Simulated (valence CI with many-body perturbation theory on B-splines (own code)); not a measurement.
**Missing levels of Si7+**

Computed by valence CI with perturbative core correlation (CI+MBPT): five valence electrons over a frozen Dirac-Fock core [He], a basis of 9 s, 9 p, 8 d, 6 f, 3 g, 1 h functions for each j, with the one-electron correlation potential Σ1, the two-electron term Σ2, the three-electron term Σ3, Breit, model QED; selected CI, second order for the rest, scaled by the run's own slope (own B-spline code, finite nucleus).

No measured spectrum was set against this ion. As an estimate, levels hold to about 100 cm⁻¹ or 0.05 % of their energy and the worst to 300 or 400 cm⁻¹, as in measured light ions of charge 2 to 7. Among the levels kept, up to 2100 cm⁻¹ of a level comes from second order outside the variational space, and about a tenth of that is noise between levels of different J, which matters for small intervals.

| Level | E (cm⁻¹) |
| --- | --- |
| 2s2 2p3 4S°_3/2 | 0 |
| 2s2 2p3 2D°_3/2 | ? |
| 2s2 2p3 2D°_5/2 | 69700 |
| 2s2 2p3 2P°_1/2 | 105720 |
| 2s2 2p3 2P°_3/2 | 106260 |
| 2s 2p4 4P_5/2 | 312760 |
| 2s 2p4 4P_3/2 | 316340 |
| 2s 2p4 4P_1/2 | ? |
| 2s 2p4 2D_5/2 | ? |
| 2s 2p4 2D_3/2 | ? |
| 2s 2p4 2S_1/2 | 505220 |
| 2s 2p4 2P_3/2 | 531020 |
| 2s 2p4 2P_1/2 | ? |
| 2p5 2P°_3/2 | 820680 |
| 2p5 2P°_1/2 | ? |
| 2s2 2p2 3s 4P_1/2 | 1430200 |
| 2s2 2p2 3s 4P_3/2 | 1432500 |
| 2s2 2p2 3s 4P_5/2 | 1435800 |
| 2s2 2p2 3s 2P_1/2 | 1449800 |
| 2s2 2p2 3s 2P_3/2 | 1453800 |

Task: The levels stand in rising order. What does the calculation give for the missing energies?

Result: 2s2 2p3 2D°_3/2 69454; 2s 2p4 4P_1/2 318220; 2s 2p4 2D_5/2 430780; 2s 2p4 2D_3/2 430800; 2s 2p4 2P_1/2 535420; 2p5 2P°_1/2 826420.
